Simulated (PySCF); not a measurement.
# Name the molecule from its bond curve

A diatomic of charge 0 contains Cs. Its singlet curve at PBE0 in a double-zeta basis (scalar-relativistic core potentials, PySCF), in eV from the separated fragments:

R (Å), E (eV) and a bar:
```
    3.383     -0.436 ###################
    3.541     -0.506 #########
    3.698     -0.548 ###
    3.816     -0.563 #
    3.934     -0.568 
    4.052     -0.564 #
    4.209     -0.547 ###
    4.406     -0.511 ########
    4.642     -0.453 #################
    4.957     -0.362 ##############################
```

The fit gives ωe = 95.4 cm⁻¹ and the rotational constant Bₑ = 0.05557 cm⁻¹.

Question: Which atom is the partner?

Answer: The minimum lies at 3.934 Å, so the reduced mass is 16.8576 u Å² cm⁻¹/(Bₑ·Re²) = 19.60 u. With Cs at 132.91 u the partner weighs about 23.0 u: Na. The molecule is CsNa.

Closed-shell solutions of metal pairs were not tested for spin polarisation, which can lower them a little. Spin–orbit coupling is left out.
